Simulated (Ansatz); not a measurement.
`C#CBBC` + H₂ → `BBC` + `C#C` at 298.15 K and 1 bar (hydrogenolysis of a B–C bond).

Calculated with Ansatz (gas phase, PBE0-D4/def2-TZVP geometries, no zero-point term in ΔE). CCSD(T)/CBS adds triple-zeta CCSD(T) − MP2 to the extrapolated MP2 energy (def2 sets, frozen cores). This one scheme is used for every species. Each species was taken in one conformer, which may not be the lowest.

```csv
species,CCSD(T)/CBS energy (Eh),H − E (kJ/mol),S (J/(mol·K))
`C#CBBC`,-167.26726,229.3,342.2
H₂,-1.17544,35.1,130.4
`BBC`,-91.20122,193.6,291.4
`C#C`,-77.22717,80.8,200.2
```

H − E and S are ideal-gas, rigid-rotor, harmonic terms from PBE0-D4/def2-TZVP, for one conformer and one mirror image of each species. The MP2-based limit puts H₂ 0.8 mEh under its directly extrapolated value; such offsets cancel only in part. 1 Eh = 2625.50 kJ/mol, R = 8.31446 J/(mol·K).

Problem. By hand: ΔE, ΔH, ΔS and ΔG.

Solution. ΔE = (-91.20122) + (-77.22717) − (-167.26726) − (-1.17544) = 0.01431 Eh = 37.6 kJ/mol. Δ(H − E) = 193.6 + 80.8 − 229.3 − 35.1 = 10.0, so ΔH = 47.6 kJ/mol. ΔS = 291.4 + 200.2 − 342.2 − 130.4 = 19.0 J/(mol·K). ΔG = 47.6 − 298.15 × (19.0)/1000 = 41.9 kJ/mol.

Problem. By hand: the equilibrium constant, and the temperature at which ΔG would vanish if ΔH and ΔS stayed fixed.

Solution. log₁₀ K = −ΔG/(RT ln 10) = -7.3. ΔG = 0 at ΔH/ΔS = 2505 K, far beyond where these terms or the molecules hold.

ΔH outweighs TΔS. A doubt of 5 kJ/mol in ΔE shifts log₁₀ K by 0.9 here. Other conformers and mirror images would add mixing entropy, several J/(mol·K) or more a flexible species. These are equilibria of isolated gas molecules and say nothing of rates. Largest T1 diagnostic: 0.014 (customary marks: 0.02 for closed shells, 0.045 for open ones).
